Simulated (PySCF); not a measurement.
The 11-electron isoelectronic series, spin-free X2C

All values are computed (PySCF 2.14, energy differences of UHF-based or UKS calculations, no spin-orbit coupling). Each ion has its own even-tempered basis scaled to its charge (17s12p4d4f for the first); frozen: 1s2. Ionisation energies in eV, correlation energies of the ion in mhartree.

```csv
ion,configuration,UHF,MP2 (outer shells),CCSD (outer shells),CCSD(T) (outer shells),LDA,PBE,PBE0,E_corr MP2,E_corr CCSD(T),"NIST (with spin-orbit, Breit and QED)"
Ta⁶²⁺,[Ne] 3s1 (2S),6904.0,6904.8,6904.8,6904.8,6907.6,6913.0,6910.9,-354.9,-355.9,6900 ± 15 (t)
W⁶³⁺,[Ne] 3s1 (2S),7134.6,7135.4,7135.4,7135.4,7138.2,7143.8,7141.6,-356.2,-357.1,7130 ± 7 (s)
Re⁶⁴⁺,[Ne] 3s1 (2S),7370.7,7371.5,7371.5,7371.5,7374.4,7380.0,7377.8,-357.5,-358.4,7366 ± 24 (t)
Os⁶⁵⁺,[Ne] 3s1 (2S),7610.8,7611.6,7611.7,7611.7,7614.5,7620.3,7618.1,-358.8,-359.7,7610 ± 30 (t)
Ir⁶⁶⁺,[Ne] 3s1 (2S),7855.9,7856.7,7856.7,7856.7,7859.5,7865.5,7863.2,-360.2,-361.1,7850 ± 40 (t)
Pt⁶⁷⁺,[Ne] 3s1 (2S),8106.5,8107.3,8107.3,8107.3,8110.2,8116.4,8114.0,-361.6,-362.4,8100 ± 40 (t)
Au⁶⁸⁺,[Ne] 3s1 (2S),8361.5,8362.3,8362.3,8362.3,8365.2,8371.5,8369.1,-363.0,-363.8,8360 ± 50 (t)
Hg⁶⁹⁺,[Ne] 3s1 (2S),8622.3,8623.1,8623.1,8623.1,8626.1,8632.5,8630.1,-364.4,-365.3,8620 ± 50 (t)
Pb⁷¹⁺,[Ne] 3s1 (2S),9158.1,9158.9,9158.9,9158.9,9161.9,9168.7,9166.1,-367.5,-368.3,9150 ± 60 (t)
```

(1) Interpolate the row of Tl⁷⁰⁺.

Each ion has its own basis, which adds noise of up to about 0.1 % along the series.

NIST values marked (s) are semi-empirical, (t) theoretical. Open shells are high-spin determinants of the terms that Hund's rules give.

Answers

(1) configuration [Ne] 3s1 (2S); UHF 8887.5; MP2 (outer shells) 8888.4; CCSD (outer shells) 8888.4; CCSD(T) (outer shells) 8888.4; LDA 8891.4; PBE 8897.9; PBE0 8895.5; E_corr MP2 -365.9; E_corr CCSD(T) -366.7; NIST (with spin-orbit, Breit and QED) 8880 ± 60 (t).
